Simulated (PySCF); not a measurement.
Polarisability and C₆ of V (vanadium, neutral)

[Ar] 3d5, high-spin 6S determinant (an excited configuration). All numbers are calculated (PySCF 2.14, scalar relativity by spin-free X2C-1e, in aug-cc-pwCVTZ-DK). Coupled (time-dependent) response in atomic units; α is the mean over directions.

```tsv
method	mean α (bohr³)	C₆ (like pair)	S(−4)
B97-3	137.1	574.4	153400
```

S(−4) is the Cauchy moment in α(ω) = α(0) + S(−4) ω² + …

α(iu) at B97-3:

```json
{"u (hartree)": "0", "α(iu) (bohr³)": "137.1"}
{"u (hartree)": "0.0500", "α(iu) (bohr³)": "45.52"}
{"u (hartree)": "0.100", "α(iu) (bohr³)": "24.87"}
{"u (hartree)": "0.200", "α(iu) (bohr³)": "16.49"}
{"u (hartree)": "0.300", "α(iu) (bohr³)": "13.03"}
{"u (hartree)": "0.500", "α(iu) (bohr³)": "8.670"}
{"u (hartree)": "0.750", "α(iu) (bohr³)": "5.652"}
{"u (hartree)": "1.00", "α(iu) (bohr³)": "4.013"}
{"u (hartree)": "1.50", "α(iu) (bohr³)": "2.388"}
{"u (hartree)": "2.00", "α(iu) (bohr³)": "1.611"}
{"u (hartree)": "3.00", "α(iu) (bohr³)": "0.8892"}
{"u (hartree)": "5.00", "α(iu) (bohr³)": "0.3962"}
```
